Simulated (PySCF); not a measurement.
## ECD: `FC(F)(F)[C@@H]1C[Si@H]1Br`, C₃H₄BrF₃Si

Molfile (atoms numbered from 1):
```
C3H4BrF3Si
     RDKit          3D

 12 12  0  0  0  0  0  0  0  0999 V2000
    1.0536   -1.4280    0.9232 F   0  0  0  0  0  0  0  0  0  0  0  0
   -0.2730   -1.3010    0.6988 C   0  0  0  0  0  0  0  0  0  0  0  0
   -0.6350   -2.4022    0.0143 F   0  0  0  0  0  0  0  0  0  0  0  0
   -0.8612   -1.4005    1.9046 F   0  0  0  0  0  0  0  0  0  0  0  0
   -0.6007   -0.0305    0.0064 C   0  0  2  0  0  0  0  0  0  0  0  0
    0.2753    0.2577   -1.2416 C   0  0  0  0  0  0  0  0  0  0  0  0
    0.6133    1.4000    0.2037 Si  0  0  1  0  0  4  0  0  0  0  0  0
   -0.3443    3.3826    0.0905 Br  0  0  0  0  0  0  0  0  0  0  0  0
   -1.6723    0.0869   -0.1068 H   0  0  0  0  0  0  0  0  0  0  0  0
    0.9728   -0.5268   -1.5014 H   0  0  0  0  0  0  0  0  0  0  0  0
   -0.2682    0.6065   -2.1100 H   0  0  0  0  0  0  0  0  0  0  0  0
    1.7408    1.3545    1.0924 H   0  0  0  0  0  0  0  0  0  0  0  0
  1  2  1  0
  2  3  1  0
  2  4  1  0
  2  5  1  0
  5  6  1  0
  6  7  1  0
  7  8  1  0
  7  5  1  0
  5  9  1  6
  6 10  1  0
  6 11  1  0
  7 12  1  1
M  END
```

The calculation used TDDFT wB97X-D/def2-SVPD circular dichroism and optical rotation, one conformer, gas phase in PySCF. Geometry: GFN2-xTB.

The calculation is non-relativistic, which matters for the atoms heavier than Zn.

Question: What are the CIP labels of the stereocentres?

Answer: C5 R, Si7 R.

Question: Which excitations and rotatory strengths does the calculation give?

Answer: Rotatory strengths R in 10⁻⁴⁰ esu² cm², velocity form and length form (origin at the centre of mass); f in length form.
```
state  E (eV)  λ (nm)      f  R (velocity)  R (length)                                main
    1    5.99     207  0.005         +17.3       +15.7                      HOMO→LUMO 0.86
    2    6.68     186  0.133         -44.6       -43.9  HOMO→LUMO+1 0.79, HOMO−1→LUMO 0.10
    3    7.04     176  0.073         -46.0       -44.5                    HOMO−1→LUMO 0.73
    4    7.11     174  0.018         +46.9       +45.4  HOMO→LUMO+2 0.49, HOMO→LUMO+3 0.21
    5    7.48     166  0.003         +13.1       +12.9                  HOMO−1→LUMO+1 0.86
    6    7.61     163  0.009         -14.3       -14.5  HOMO→LUMO+3 0.50, HOMO→LUMO+2 0.28
    7    7.80     159  0.011         +12.7       +12.2                    HOMO−2→LUMO 0.78
    8    7.98     155  0.008          -3.5        -2.7  HOMO→LUMO+6 0.41, HOMO→LUMO+4 0.34
```

Among the states computed, the strongest CD band (largest |R|) is state 4. The largest dissymmetry factor in size, g = 4R/(D+G), with D and G the electric and magnetic dipole strengths, is +0.055 for state 5 (velocity form, f = 0.003), among bands with |R| over 0.5. The mirror image has the same energies and oscillator strengths and all R with the opposite sign.
